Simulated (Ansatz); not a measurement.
Calculated with Ansatz (gas phase, PBE0-D4/def2-TZVP geometries, no zero-point term in ΔE). CBS: MP2 limit from def2 TZ/QZ plus the TZ coupled-cluster correction, frozen cores. This one scheme is used for every species. DFT in def2-TZVPP. HSE06 is defined as in plane-wave codes. Elements past krypton have def2 core potentials. For Ga, Te outer-core shells are correlated without core-valence functions, which leaves a few kJ/mol of doubt a bond. Scalar relativity is left out up to krypton.

Reaction (cleavage of the B–Si bond): `C[B]([SiH3])[GaH2]` + H₂Te → `C[B]([GaH2])[TeH]` + SiH₄

```csv
level,ΔE (kJ/mol),difference from CCSD(T)/CBS
LDA (SPW92),-88.1,13.5
revPBE-D4,-89.5,12.1
PBE0-D4,-90.2,11.4
HSE06-D4,-90.6,11.0
ωB97M-V,-90.7,10.9
PBE-QIDH,-98.9,2.7
PBE,-88.2,13.4
revPBE,-87.4,14.2
BLYP,-87.6,14.0
r2SCAN,-92.3,9.3
r2SCAN0,-93.0,8.6
LC-ωPBE,-84.6,17.0
HF/def2-SVP,-88.3,13.3
CCSD/def2-SVP,-93.3,8.3
SCS-MP2/def2-TZVPP,-105.9,-4.3
MP2/CBS(def2),-115.1,-13.5
CCSD(T)/CBS,-101.6,0
```

Largest T1 diagnostic among the species: 0.014.

At CCSD(T), def2-SVP lies +4.8 kJ/mol from the extrapolated value and def2-TZVPP +3.2 kJ/mol. Leaving LDA and LC-ωPBE aside and taking each functional with its dispersion term where it has one, the values, not all of them listed here, spread over 15.6 kJ/mol, from PBE-QIDH to B97M-V.

CCSD(T)/CBS has its own doubt, a few kJ/mol and more with outer-core shells, so smaller differences from it don't rank the levels.
